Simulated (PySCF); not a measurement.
## Antimony: a sound run and one with changed settings

Sound run: Sb⁺ [Kr] 4d10 5s2 5p2, Sb²⁺ [Kr] 4d10 5s2 5p1. All numbers are calculated (PySCF 2.14, the spin-free X2C one-electron Hamiltonian (Gaussian nucleus), in x2c-SVPall (6s5p3d, 36 functions)). In the sound run the correlated levels freeze [Kr] 4d10. The sound run starts from symmetry-adapted Hartree-Fock orbitals and uses a fine grid where one is needed.

Changed run: all electrons correlated in a basis built for the valence shell.

```json
{"species": "Sb⁺", "method": "MP2", "sound run (hartree)": "-6476.97489", "changed run (hartree)": "-6477.00270", "converged": "yes"}
{"species": "Sb²⁺", "method": "MP2", "sound run (hartree)": "-6476.37804", "changed run (hartree)": "-6476.40362", "converged": "yes"}
```

Ionisation energy of Sb⁺:

```csv
method,sound run (eV),changed run (eV)
UHF,16.036,16.036
MP2,16.241,16.302
SCS-MP2,16.187,16.218
```

A valence basis has no tight correlating functions, so it recovers only part of the core correlation, and not evenly between atom and ion.

For comparison, NIST gives 16.626 ± 0.025 eV between the lowest levels.
